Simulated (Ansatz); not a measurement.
Pulling on the Sn1–H2 bond in FHSn (SMILES [F][SnH]) (multiplicity 1 held, fragments rigid). Energies count from the point at 1.793 Å.
Geometry at that point (charge 0, multiplicity 1):
```xyz
3

Sn    -0.09096    -0.17371     0.21891
H     -1.03509    -1.08912    -1.00040
F      0.62035     1.08605    -1.10499
```

R- and RO- levels are restricted; in cc, def2 and unpolarised 6-31G sets they are followed outwards from rest. U- levels take the lowest unrestricted solution at each point, which mixes spins at long bonds. Active spaces are followed from a long bond inwards. Curves can end on different states.

Cores are frozen in the correlated methods. Filled d and f shells under p-block atoms count as core.

Programs: Ansatz (Gaussian orbitals). Values without a source in brackets are computed. In def2 rows elements past Kr take small-core potentials, without spin–orbit coupling.

Energies in kcal/mol.

```csv
R (Å),R-HF/def2-SVP,R-SCS-MP2/def2-SVP,U-SCS-MP2/def2-SVP,R-CCSD(T)/def2-SVP,"FIC-MRCISD+Q on CASSCF(2,2)/def2-SVP"
1.435,25.4,26.3,27.1,26.8,26.6
1.614,4.3,4.8,4.8,5.1,5.0
1.793,0.0,0.0,0.0,0.0,0.0
1.973,4.3,3.7,3.7,3.2,3.2
2.152,12.7,11.4,11.4,10.2,10.1
2.421,28.3,25.7,30.3,22.8,22.6
2.690,44.3,39.9,45.8,34.6,34.4
3.138,68.5,60.1,56.0,49.1,49.0
3.587,88.6,74.6,59.1,55.8,56.7
4.125,107.4,84.3,60.2,56.7,60.4
4.842,125.3,85.6,60.6,53.9,61.6
5.739,138.8,74.3,60.6,51.4,61.9
```

Doubts at one or more of the structures used: a restricted determinant that unrestricted orbitals would lower (R-HF/def2-SVP, R-SCS-MP2/def2-SVP, R-CCSD(T)/def2-SVP); a spin-contaminated determinant (U-SCS-MP2/def2-SVP); other coupled-cluster roots lie near (R-CCSD(T)/def2-SVP); T1 above 0.05 (R-CCSD(T)/def2-SVP).

Ansatz is a quantum-chemistry and plane-wave program.
